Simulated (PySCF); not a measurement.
# Cs: ionisation energy

Cs [Xe] 6s1 (2S) → Cs⁺ [Xe] (1S), as a difference of total energies. Computed with PySCF 2.14 in aug-cc-pwCVTZ-X2C, with the spin-free X2C one-electron Hamiltonian (Gaussian nucleus). Correlated levels: valence and next inner shell: [Kr] 4d10 frozen. The calculations carry no spin-orbit coupling.

| method | ionisation energy (eV) |
| --- | --- |
| UHF | 3.479 |
| MP2 (valence and next inner shell) | 3.825 |
| SCS-MP2 (valence and next inner shell) | 3.756 |
| CCSD (valence and next inner shell) | 3.822 |
| CCSD(T) (valence and next inner shell) | 3.854 |

Q: How much does correlation contribute at CCSD(T) (valence and next inner shell)?

A: 3.854 − (3.479) = 0.375 eV, measured against UHF.

Errors of the correlated levels include the incompleteness of this basis and the frozen core.

For comparison: 3.894 eV (measured; NIST Atomic Spectra Database, ionization energies).
